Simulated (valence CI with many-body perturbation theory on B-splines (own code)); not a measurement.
## Ag³²⁺: electric-dipole lines

Calculated by valence CI with perturbative core correlation (CI+MBPT): five valence electrons over a frozen Dirac-Fock core [Ne], a basis of 11 s, 11 p, 10 d, 8 f, 5 g, 2 h functions for each j, with the one-electron correlation potential Σ1 (screened to all orders), the two-electron term Σ2, the three-electron term Σ3, Breit, model QED; selected single and double excitations, second order for the rest, scaled by the run's own slope (own B-spline code, finite nucleus).

The last digits are not significant, and no measured levels were compared; by estimate large intervals hold to a few tenths of a per cent, small ones and those within an open d or f shell to about a per cent. Among the levels kept, up to 4200 cm⁻¹ of a level comes from second order outside the variational space, and about a tenth of that is noise between levels of different J, which matters for small intervals.

Lines 151 to 200 of 586 in falling wavelength, among levels below 29.192 Ry, chosen from the strongest by gf and those to the six lowest levels. Wavelengths and rates use the calculated energies. Electric multipoles are in the length gauge, E1 and E2 with the static RPA response of the core. Weak lines are less certain than strong ones. Lines between different terms over intervals too small for the method are left out, as are lines whose strength nearly cancels. Where a level lies close to another of its J and parity, the split of strength between their lines is uncertain. The highest levels of a list are the least certain.

Levels are named by their leading jj configuration (3d3/2^4 stands for four electrons in 3d with j = 3/2), which in mixed levels can hold well under half, so a name can repeat and another be missing. Letters in brackets count levels of one name in rising energy.

```tsv
λ vac (Å)	Upper	Lower	A (s⁻¹)	log gf	Branch %
86.33	(3s 3p1/2 3p3/2^2 3d5/2) J=7/2 [b]	(3s^2 3p1/2 3p3/2 3d5/2) J=7/2 [a]	6.32e+10	-0.25	52.5
86.26	(3s^2 3p3/2 3d3/2 3d5/2) J=3/2 [a]	(3s^2 3p3/2^2 3d3/2) J=5/2	3.65e+10	-0.79	5.8
86.26	(3s 3p1/2 3p3/2^2 3d5/2) J=3/2 [f]	(3s^2 3p1/2 3p3/2 3d3/2) J=1/2 [b]	1.98e+10	-1.05	5.6
86.12	(3s^2 3p3/2 3d3/2 3d5/2) J=5/2 [c]	(3s^2 3p3/2^2 3d5/2) J=5/2 [a]	1.29e+10	-1.06	3.2
86.07	(3s^2 3p1/2 3d5/2^2) J=7/2	(3s^2 3p1/2 3p3/2 3d5/2) J=7/2 [b]	1.24e+10	-0.96	3.9
85.97	(3s^2 3p1/2 3d3/2 3d5/2) J=5/2 [a]	(3s^2 3p1/2 3p3/2 3d3/2) J=5/2 [a]	2.52e+10	-0.78	20.2
85.91	(3s^2 3p1/2 3p3/2 3d3/2) J=3/2 [b]	(3s^2 3p1/2 3p3/2^2) J=5/2	8.41e+09	-1.43	2.0
85.88	(3s^2 3p1/2 3p3/2 3d5/2) J=3/2 [a]	(3s^2 3p1/2 3p3/2^2) J=3/2	3.94e+10	-0.76	67.3
85.79	(3s 3p1/2 3p3/2^2 3d3/2) J=3/2 [f]	(3s^2 3p1/2 3p3/2 3d3/2) J=3/2 [b]	3.86e+10	-0.77	9.3
85.77	(3s 3p1/2 3p3/2^2 3d3/2) J=7/2 [c]	(3s 3p1/2 3p3/2^3) J=5/2	7.78e+09	-1.16	4.9
85.77	(3s 3p1/2 3p3/2^2 3d5/2) J=9/2 [d]	(3s^2 3p1/2 3p3/2 3d3/2) J=7/2	5.87e+10	-0.19	68.7
85.68	(3s^2 3p3/2 3d3/2 3d5/2) J=3/2 [a]	(3s^2 3p3/2^2 3d3/2) J=1/2	1.94e+10	-1.07	3.1
85.65	(3s^2 3p1/2 3d3/2 3d5/2) J=5/2 [b]	(3s^2 3p1/2 3p3/2 3d3/2) J=3/2 [b]	2.62e+10	-0.76	9.2
85.53	(3s^2 3p1/2 3p3/2 3d5/2) J=5/2 [a]	(3s^2 3p1/2 3p3/2^2) J=3/2	2.94e+10	-0.71	18.8
85.51	(3s^2 3p1/2 3d5/2^2) J=7/2	(3s^2 3p1/2 3p3/2 3d3/2) J=5/2 [b]	4.10e+10	-0.44	13.0
85.45	(3s^2 3p1/2 3d3/2 3d5/2) J=7/2 [a]	(3s^2 3p1/2 3p3/2 3d3/2) J=5/2 [a]	2.03e+10	-0.75	22.6
85.44	(3s 3p1/2 3p3/2^2 3d5/2) J=3/2 [f]	(3s^2 3p1/2 3p3/2 3d3/2) J=5/2 [b]	2.13e+10	-1.03	6.1
85.42	(3s^2 3p1/2 3p3/2 3d5/2) J=3/2 [b]	(3s^2 3p1/2 3p3/2^2) J=1/2	8.89e+08	-2.41	0.4
85.42	(3s 3p1/2^2 3p3/2 3d3/2) J=1/2 [b]	(3s^2 3p1/2^2 3d3/2) J=3/2	6.36e+10	-0.86	86.4
85.38	(3s 3p1/2 3p3/2^2 3d5/2) J=5/2 [g]	(3s^2 3p1/2 3p3/2 3d5/2) J=3/2 [c]	7.62e+10	-0.30	22.1
85.31	(3s^2 3p1/2 3d5/2^2) J=9/2 [a]	(3s^2 3p1/2 3p3/2 3d5/2) J=9/2	5.74e+10	-0.20	50.7
85.30	(3s^2 3p1/2 3d5/2^2) J=3/2	(3s^2 3p1/2 3p3/2 3d5/2) J=3/2 [b]	4.52e+10	-0.71	14.6
85.27	(3s 3p1/2 3p3/2^2 3d5/2) J=5/2 [g]	(3s^2 3p1/2 3p3/2 3d5/2) J=5/2 [b]	1.52e+10	-1.00	4.4
85.25	(3s^2 3p3/2 3d3/2^2) J=3/2	(3s^2 3p3/2^2 3d5/2) J=1/2	1.53e+10	-1.18	3.3
85.20	(3s^2 3p3/2 3d5/2^2) J=5/2 [a]	(3s^2 3p3/2^2 3d3/2) J=7/2	1.66e+10	-0.97	5.2
85.16	(3s 3p1/2 3p3/2^2 3d5/2) J=3/2 [h]	(3s^2 3p1/2 3p3/2 3d5/2) J=1/2	1.14e+11	-0.30	31.7
85.15	(3s 3p1/2 3p3/2^2 3d5/2) J=7/2 [d]	(3s^2 3p1/2 3p3/2 3d5/2) J=5/2 [a]	4.66e+10	-0.39	19.0
84.89	(3s 3p1/2 3p3/2^2 3d5/2) J=7/2 [e]	(3s^2 3p1/2 3p3/2 3d5/2) J=5/2 [a]	5.20e+10	-0.35	32.4
84.77	(3p1/2^2 3p3/2^2 3d3/2) J=7/2	(3s 3p1/2^2 3p3/2 3d3/2) J=7/2	1.49e+10	-0.89	21.5
84.71	(3s^2 3p3/2 3d5/2^2) J=7/2 [a]	(3s^2 3p3/2^2 3d3/2) J=5/2	1.06e+10	-1.04	3.3
84.66	(3s 3p1/2 3p3/2^2 3d5/2) J=5/2 [e]	(3s^2 3p1/2 3p3/2 3d3/2) J=3/2 [b]	1.95e+10	-0.90	6.3
84.65	(3p1/2^2 3p3/2^2 3d5/2) J=9/2	(3s 3p1/2^2 3p3/2 3d5/2) J=9/2	7.43e+09	-1.10	15.0
84.65	(3s^2 3p3/2 3d5/2^2) J=9/2	(3s^2 3p3/2^2 3d3/2) J=7/2	3.58e+10	-0.41	13.2
84.65	(3s^2 3p1/2 3p3/2 3d3/2) J=5/2 [b]	(3s^2 3p1/2 3p3/2^2) J=5/2	4.54e+10	-0.53	20.6
84.63	(3s 3p1/2 3p3/2^2 3d5/2) J=5/2 [c]	(3s^2 3p1/2 3p3/2 3d5/2) J=7/2 [a]	1.15e+10	-1.13	5.9
84.56	(3s 3p1/2 3p3/2^2 3d3/2) J=3/2 [e]	(3s^2 3p1/2 3p3/2 3d3/2) J=1/2 [a]	8.95e+10	-0.42	58.1
84.54	(3s 3p1/2 3p3/2^2 3d5/2) J=1/2 [b]	(3s 3p1/2 3p3/2^3) J=3/2	4.62e+10	-1.00	60.2
84.48	(3s^2 3p3/2 3d3/2 3d5/2) J=5/2 [e]	(3s^2 3p3/2^2 3d5/2) J=5/2 [b]	2.86e+10	-0.74	6.9
84.37	(3s^2 3p3/2 3d3/2 3d5/2) J=5/2 [b]	(3s^2 3p3/2^2 3d3/2) J=5/2	4.25e+10	-0.57	11.1
84.29	(3s 3p1/2^2 3d3/2 3d5/2) J=9/2	(3s 3p1/2^2 3p3/2 3d3/2) J=7/2	4.31e+10	-0.34	77.3
84.28	(3s 3p1/2^2 3p3/2 3d5/2) J=3/2	(3s 3p1/2^2 3p3/2^2) J=1/2	3.22e+10	-0.86	36.5
84.14	(3s 3p1/2 3p3/2^2 3d5/2) J=7/2 [b]	(3s^2 3p1/2 3p3/2 3d3/2) J=7/2	8.08e+09	-1.16	6.7
84.11	(3s^2 3p1/2 3p3/2 3d5/2) J=7/2 [b]	(3s^2 3p1/2 3p3/2^2) J=5/2	4.99e+10	-0.37	100.0
84.07	(3s 3p1/2 3p3/2^2 3d5/2) J=3/2 [b]	(3s 3p1/2 3p3/2^3) J=5/2	5.21e+10	-0.66	24.1
83.98	(3s^2 3p3/2 3d3/2 3d5/2) J=3/2 [c]	(3s^2 3p3/2^2 3d3/2) J=3/2 [b]	1.08e+11	-0.34	25.4
83.88	(3s^2 3p1/2 3p3/2 3d5/2) J=3/2 [c]	(3s^2 3p1/2 3p3/2^2) J=1/2	5.12e+10	-0.67	41.1
83.84	(3s 3p1/2 3p3/2^2 3d5/2) J=5/2 [g]	(3s^2 3p1/2 3p3/2 3d5/2) J=3/2 [b]	2.37e+10	-0.82	6.9
83.79	(3s^2 3p3/2 3d3/2 3d5/2) J=7/2 [c]	(3s^2 3p3/2^2 3d3/2) J=7/2	1.14e+10	-1.02	3.2
83.77	(3s^2 3p3/2^2 3d3/2) J=3/2 [b]	(3s^2 3p3/2^3) J=3/2	2.64e+10	-0.96	9.3
83.66	(3p1/2^2 3p3/2^2 3d3/2) J=7/2	(3s 3p1/2^2 3p3/2 3d3/2) J=5/2 [a]	1.03e+10	-1.07	14.8
```

Q: How does gf follow from A for the line at 85.25 Å?

A: gf = 1.4992 × (2J+1)_upper × A / σ², with σ = 1173020 cm⁻¹ and 2J+1 = 4: gf = 0.0665.
